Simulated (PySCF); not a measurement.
**Question.** Write a Z-matrix for N-formylmorpholine, `C1N(C=O)CCOC1` as optimised with PBE0-D3(BJ)/def2-SVP.

**Answer.** 
Z-matrix in Å and degrees, rows numbered from 1:
```
O 
C   1  1.2092
N   2  1.3592  1  125.40
C   3  1.4464  2  121.07  1     1.32
C   4  1.5195  3  109.29  2   126.95
O   5  1.4056  4  111.33  3    53.21
C   6  1.4017  5  112.10  4   -59.88
C   3  1.4424  2  123.26  1   178.53
H   2  1.1178  1  122.96  3  -179.92
H   4  1.1055  3  109.70  2  -112.72
H   4  1.0989  3  107.66  2     5.20
H   5  1.1092  4  109.31  3   -68.81
H   5  1.0996  4  110.68  3   172.08
H   7  1.1098  6  110.46  5   -61.69
H   7  1.1001  6  107.17  5  -179.51
H   8  1.1012  3  109.19  2    -5.57
H   8  1.1062  3  110.18  2   112.77
```

N3 (amide nitrogen) is planar (angles 123.3°, 121.1° and 115.6°, sum 359.9°, 0.02 Å off the plane of its three neighbours). The 6-membered ring N3–C4–C5–O6–C7–C8 has internal angles of 109.3° to 115.6° (sum 669°, against 720° for a flat polygon); it is puckered, 0.22 Å rms from its mean plane, widest ring torsion 60°. Of the pairs four or more bonds apart, O1···H11 is among the closest relative to their van der Waals radii: 2.35 Å, 86 % of the sum of Bondi's values. The C–O distances run from 1.209 Å (O1=C2, drawn double) to 1.406 Å (C5–O6, drawn single), a spread of 0.197 Å.

Method: PBE0-D3(BJ)/def2-SVP geometry optimisation, gas phase (PySCF 2.14.0).

Point group: C1 (no symmetry element, even within 0.4 Å). Whether it is a minimum is left open (no frequencies). The numbers are those of one conformer (O1–C2–N3–C4 1°, C2–N3–C4–C5 127°, N3–C4–C5–O6 53°, C4–C5–O6–C7 -60°, C5–O6–C7–C8 60°).

The run took 2.2 min on an Arm Neoverse V1 with one thread, no GPU, shared host, and the process peaked at 0.66 GiB of memory. These figures are those of the optimisation.
